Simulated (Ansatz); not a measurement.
```yaml
crystal:
  periodic: [false, false, false]
  atoms:
    - {symbol: Hg, position_ang: [0.179559, -0.708087, -0.808971]}
    - {symbol: Hg, position_ang: [-0.515439, 1.700054, 2.022428]}
    - {symbol: Br, position_ang: [2.259066, 0.007310, -2.062589]}
    - {symbol: Br, position_ang: [-1.729163, -2.354850, -0.565591]}
    - {symbol: Br, position_ang: [1.111971, -0.528813, 2.030129]}
    - {symbol: Br, position_ang: [-1.305994, 1.884386, -0.615396]}
basis:
  gaussian: {orbitals: def2-SVP, initial_orbitals: start.molden}
total_charge: -1
magnetization: {spin_polarized: true, initial_magnetization: 1}
hamiltonian: {xc: {name: wB97M-V}}
scf: {omitted_lower_state_checks: [starts]}
output: {orbitals: {seedname: orbitals}}
```

The file start.molden holds the orbitals of an earlier run on this structure, at another level or in another basis.

```sh
$ ansatz run in.yaml --threads 4 --pin off --events-out ev --progress --plain --max-ram 4787MiB
```

(1) Does this run fit into the memory that it is given?

Results:

(1) No. It has 192 basis functions, and Ansatz plans for 5.35 GiB where 4.67 GiB are given.
